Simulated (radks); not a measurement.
Spherical jellium clusters: N electrons in a uniform positive sphere of charge N and radius rs N^(1/3), rs = 4.94 bohr. Method: non-relativistic Kohn-Sham, LDA (Slater exchange, Perdew-Wang correlation), spin-polarised, spherical densities; computed with a radial shooting solver with Libxc functionals. Levels are named by radial order and angular momentum (1s, 1p, 1d, 2s, ...), and open shells are averaged over m.

N = 4, configuration 1s2 1p(up 2, down 0). This is the lowest configuration that the search found. Occupied and some empty levels:

| level | occupation | eigenvalue (eV) | <r> (bohr) |
|---|---|---|---|
| 1s up | 1 | -3.5231 | 5.476 |
| 1s down | 1 | -3.0876 | 5.472 |
| 1p up | 2 | -2.3498 | 6.820 |
| 1p down | 0 | -1.9182 | 7.030 |
| 1d up | 0 | -1.0294 | 8.366 |
| 2s up | 0 | -0.81831 | 9.224 |
| 1d down | 0 | -0.68702 | 8.941 |
| 2s down | 0 | -0.62782 | 9.932 |

Energy (eV): total -6.27434, kinetic 5.1492, external -64.874, Hartree 31.806, exchange-correlation -11.668, background 33.313.
